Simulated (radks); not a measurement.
Initial-state core-level shifts of the tin ion Sn3+ when its valence configuration changes from [Kr] 4d10 5s1. Calculated with a radial shooting solver on a logarithmic mesh with Libxc functionals: non-relativistic Kohn-Sham, PBE, spin-unpolarised, spherical densities, point nucleus; relativity is left out, which matters for an element this heavy. Shifts are changes of the shell-averaged eigenvalues in eV (positive: less bound); the change of the density at the nucleus, which sets a Mossbauer isomer shift, is in e/bohr^3, on a base of 8.797e+04.

valence,2s,2p,3p,3d,density at nucleus
4d10 5p1,-1.181,-1.176,-1.204,-1.202,-21.263
4d9 5s1 5p1,-9.299,-9.278,-8.967,-9.039,+6.062
4d9 5p2,-10.423,-10.395,-10.113,-10.184,-17.286
4d8 5s1 5p2,-18.873,-18.829,-18.125,-18.284,+12.623
4d9 5s2,-8.154,-8.138,-7.800,-7.873,+28.802
4d9.5 5s0.5 5p1,-5.193,-5.180,-5.048,-5.082,-8.106
4d10 5s0.5 5p0.5,-0.594,-0.591,-0.605,-0.604,-10.548
4d9.5 5s1.5,-4.030,-4.022,-3.863,-3.897,+13.890
4d7.5 5s1.5 5p2,-23.232,-23.180,-22.232,-22.441,+29.131
